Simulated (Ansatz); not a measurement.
Question: Predict a relaxed structure of `C=C/C=C/C=C/C=C/C=C/C=C/C=C/C=C/C=C/C=C/C=C/C=C/C=C/C=C`, charge 0, singlet, at PBE-D4/def2-SVP (Ansatz).

Answer: 
Cartesian coordinates in Å:
```
C -11.024 4.980 11.596
C -9.993 5.188 10.735
C -9.417 4.177 9.884
C -8.374 4.396 9.014
C -7.800 3.398 8.168
C -6.753 3.619 7.294
C -6.181 2.624 6.452
C -5.133 2.842 5.574
C -4.564 1.847 4.734
C -3.515 2.063 3.855
C -2.948 1.067 3.017
C -1.898 1.280 2.137
C -1.333 0.284 1.300
C -0.282 0.497 0.419
C 0.283 -0.499 -0.417
C 1.334 -0.286 -1.298
C 1.900 -1.282 -2.135
C 2.949 -1.067 -3.016
C 3.517 -2.063 -3.853
C 4.566 -1.846 -4.733
C 5.135 -2.841 -5.573
C 6.182 -2.622 -6.451
C 6.754 -3.618 -7.293
C 7.800 -3.397 -8.169
C 8.374 -4.395 -9.014
C 9.415 -4.176 -9.887
C 9.990 -5.187 -10.738
C 11.017 -4.979 -11.603
H -11.492 3.986 11.696
H -11.423 5.790 12.225
H -9.550 6.198 10.666
H -9.850 3.161 9.942
H -7.943 5.413 8.958
H -8.229 2.381 8.223
H -6.324 4.636 7.239
H -6.611 1.606 6.507
H -4.703 3.859 5.518
H -4.994 0.830 4.791
H -3.085 3.079 3.798
H -3.379 0.050 3.075
H -1.468 2.297 2.078
H -1.764 -0.733 1.358
H 0.148 1.514 0.361
H -0.147 -1.516 -0.359
H 1.764 0.731 -1.357
H 1.470 -2.299 -2.077
H 3.379 -0.050 -3.074
H 3.088 -3.080 -3.796
H 4.994 -0.829 -4.791
H 4.707 -3.859 -5.516
H 6.610 -1.604 -6.508
H 6.327 -4.636 -7.236
H 8.227 -2.379 -8.226
H 7.945 -5.412 -8.956
H 9.846 -3.159 -9.948
H 9.549 -6.198 -10.665
H 11.488 -3.987 -11.702
H 11.420 -5.791 -12.227
```
 This is one stationary point.

Single mean-field runs in def2-SVP are fitted with def2-universal-jkfit. The restricted singlet is unstable towards broken spin symmetry at other levels; at PBE-D4/def2-SVP this wasn't settled.
